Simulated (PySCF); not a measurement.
## Unknowns

Computed data (PySCF 2.14.0 with density-fitted response routines): NMR shieldings at PBE0/pcSseg-1/GIAO, GFN2-xTB geometry. Fast rotation and ring inversion assumed for equivalent nuclei, one computed conformer, no solvent model, non-relativistic.

References, each an isolated molecule treated in the same way: 1H, 13C vs TMS. Splittings of carbon signals by F and P are missing where no couplings were computed. Where no couplings were computed, multiplicities follow the n + 1 count of equivalent neighbours, and m marks all less simple cases (inequivalent or close neighbours, rings, F or P nearby). Shifts are as computed. Against solution values, carbons near 30 ppm lie about +3 ppm off and those near 130 ppm about +5 ppm. Of 1211 compounds with measured shifts, 218 miss one by over three times the rms of a fit or turn the order of signals round; such compounds aren't used in these exercises.

(1) C6H14Si. 1H NMR (400 MHz, computed): δ 4.87 (m, 1H), 2.46 (m, 1H), 1.94 (m, 1H), 1.54 (m, 1H), 1.08 (d, 3H), 1.06 (d, 3H), 0.74 (m, 1H), 0.28 (d, 3H). 13C{1H} NMR (computed): δ 33.2 (CH), 31.6 (CH), 21.7 (CH3), 20.6 (CH2), 15.8 (CH3), -2.2 (CH3). Give a structure.

(2) C8H8FOP. 1H NMR (300 MHz, computed): δ 7.03 (m, 1H), 6.30 (m, 1H), 5.52 (m, 1H), 2.05 (m, 1H), 0.98 (m, 2H), 0.96 (m, 2H). 13C{1H} NMR (computed): δ 207.4 (C), 155.1 (C), 141.0 (C), 136.3 (CH), 121.2 (CH2), 12.3 (CH), 10.9 (CH2). Identify the compound.

Answers

(1) `C[C@@H]1C[Si@@H](C)[C@@H]1C`. The formula gives 1 degree of unsaturation (1 ring in the answer). 6 carbon signals for 6 carbons: no two carbons are equivalent. Carbon types of the structure: 2 × CH, 1 × CH2, 3 × CH3, leaving 1 H on heteroatoms. δC 33.2: sp3 CH in a ring; saturated and bonded to C and H only. δC -2.2: methyl carbon bonded to Si; an electropositive neighbour leaves it electron-rich and shielded. δH 1.08, 1.06: hydrogen on a methyl carbon. δH 0.28: hydrogen on a methyl carbon bonded to Si; an electropositive neighbour shields it, as in TMS itself.

The shifts were computed for this structure.

(2) `C=Cc1pc(F)oc1C1CC1`. 7 carbon signals for 8 carbons: some carbons are equivalent by symmetry or fast rotation. Carbon types of the structure: 3 × C, 2 × CH, 3 × CH2, which accounts for all hydrogens. δC 207.4: aromatic carbon bearing fluorine; σ withdrawal by the attached heteroatom moves it downfield of the ring CH carbons. δC 155.1: substituted aromatic carbon next to the ring oxygen. δC 136.3: alkene CH; as expected for a trigonal carbon in a double bond. δC 121.2: terminal =CH2 carbon; as expected for a trigonal carbon in a double bond.

This is the structure that produced the data.
